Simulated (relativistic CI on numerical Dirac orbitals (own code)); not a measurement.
Sensitivity of the levels of Pb LIX to α and to the nuclear radius

Calculated at this level of theory: Dirac-Coulomb-Breit CI, separate exchange-only KLI orbitals for each configuration, derivatives by finite differences, unscaled Slater integrals, QED left out (own radial code, finite nucleus).

CI space (outside the closed core [Ne]): 3s2 3p6 3d6, 3s2 3p5 3d7, 3s2 3p4 3d8, 3s 3p6 3d7, 3p6 3d8, 3s 3p5 3d8, 3s2 3p6 3d5 4s, 3s2 3p6 3d5 4p. Levels of other configurations are missing.

With x = (α/α₀)² − 1 an excitation energy changes as ω = ω₀ + qx; K = 2q/ω₀ is the relative enhancement. Terms are leading LS components, so labels can repeat. The field-shift factor is F = δν/δ⟨r²⟩ for the transition from the lowest level.

Lowest level 3s2 3p6 3d6 3F_4.

```tsv
Level	ω₀ (cm⁻¹)	q (cm⁻¹)	K	F (GHz/fm²)
3s2 3p6 3d6 3P_2	75105	13640	0.363	-0.616
3s2 3p6 3d6 3P_0	252896	52100	0.412	3.12
3s2 3p6 3d6 5D_3	857719	951500	2.22	36.4
3s2 3p6 3d6 5D_4	864745	931300	2.15	36.4
3s2 3p6 3d6 5D_1	903848	959100	2.12	36.7
3s2 3p6 3d6 3H_6	936411	911100	1.95	37
3s2 3p6 3d6 3G_5	938053	920300	1.96	36.7
3s2 3p6 3d6 3F_2	1005137	940800	1.87	35.6
3s2 3p6 3d6 3D_3	1019763	939400	1.84	37
3s2 3p6 3d6 3P_0	1102200	929900	1.69	36.7
3s2 3p6 3d6 1G_4	1151322	948300	1.65	38.8
3s2 3p6 3d6 3P_1	1162211	965200	1.66	38.2
3s2 3p6 3d6 3D_2	1164311	970700	1.67	38.8
3s2 3p6 3d6 3F_3	1172675	943300	1.61	38.2
3s2 3p6 3d6 5D_2	1762178	1.892e+06	2.15	72.1
3s2 3p6 3d6 5D_0	1787411	1.889e+06	2.11	73.4
3s2 3p6 3d6 3H_4	1814593	1.871e+06	2.06	72.8
3s2 3p6 3d6 5D_3	1844949	1.872e+06	2.03	72.5
3s2 3p6 3d6 3H_5	1854455	1.865e+06	2.01	73.5
3s2 3p6 3d6 1I_6	1882519	1.85e+06	1.96	74
3s2 3p6 3d6 3F_3	1921723	1.883e+06	1.96	73.6
3s2 3p6 3d6 3D_1	1938766	1.871e+06	1.93	72.3
3s2 3p6 3d6 1G_4	1955267	1.858e+06	1.9	73.4
```

At this charge energies of transitions that change n are usually good to better than 1 %, and those within a shell (Δn = 0) to a few per cent.
